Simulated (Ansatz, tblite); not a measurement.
Isomers of Li$_{6}$H$_{5}$ (doublet), found by a short tight-binding search and relaxed with r2SCAN-D4/def2-TZVP in Ansatz.

The xTB rows come from tblite. Correlated methods freeze no core orbitals; core or outer-core shells of Li are correlated, in sets that lack core-valence functions.

Other spin states weren't relaxed.

A:

```
atom   x (Å)   y (Å)   z (Å)
 Li1   1.007  -0.545   1.838
 Li2  -1.459   1.154   0.058
 Li3  -0.451  -0.938  -0.615
 Li4   1.948   0.661  -0.782
 Li5   0.153   1.398  -2.586
 Li6  -1.548  -1.000   2.316
  H7   1.824   1.267  -2.380
  H8  -0.955   0.547  -1.574
  H9   1.223  -0.719   0.073
 H10  -0.029  -1.285   2.990
 H11  -1.713  -0.539   0.662
```

B:

Cartesian coordinates in Å:
```
Li 1.622 0.603 1.094
Li -0.753 1.066 1.578
Li 0.761 -1.131 -1.980
Li 0.093 1.358 -0.841
Li -1.799 -0.628 -1.460
Li -0.137 -1.176 0.456
H -0.616 -1.958 -1.148
H 0.559 2.042 0.795
H 1.289 -0.188 -0.526
H -1.368 0.331 0.015
H 0.348 -0.318 2.017
```

C:

```csv
atom,x (Å),y (Å),z (Å)
Li1,3.1594,-1.3019,0.9250
Li2,-0.0686,-1.2037,0.8448
Li3,2.1138,0.7960,-0.5306
Li4,-0.9506,0.0493,-1.5542
Li5,-0.9716,1.4719,0.4716
Li6,-2.4831,-0.4791,0.3147
H7,0.3904,0.9917,-0.6871
H8,-2.2715,0.9927,-0.7177
H9,-1.2336,-1.4499,-0.5923
H10,-1.2547,0.0544,1.5519
H11,3.5700,0.0785,-0.0262
```

Question: Estimate which lies lowest at each level, and how far above it the others are (eV).

Answer: 
| level | A | B | C |
| --- | --- | --- | --- |
| GFN1-xTB | 0.00 | 0.20 | 0.54 |
| HF/def2-TZVPP | 0.50 | 0.00 | 0.35 |
| PBE-D4/def2-TZVP | 0.67 | 0.00 | 0.63 |
| r2SCAN-D4/def2-TZVP | 0.70 | 0.00 | 0.64 |
| PBE0-D4/def2-TZVP | 0.70 | 0.00 | 0.63 |
| CAM-B3LYP-D4/def2-TZVP | 0.62 | 0.00 | 0.54 |
| B2PLYP/def2-TZVP | 0.58 | 0.00 | 0.52 |
| MP2/def2-TZVPP | 0.66 | 0.00 | 0.54 |
| CCSD/def2-TZVPP | 0.62 | 0.00 | 0.53 |
| CCSD(T)/def2-TZVPP | 0.64 | 0.00 | 0.55 |
Point groups (tolerance 0.1 Å): A not assigned, B Cs, C Cs. Lower isomers may exist.
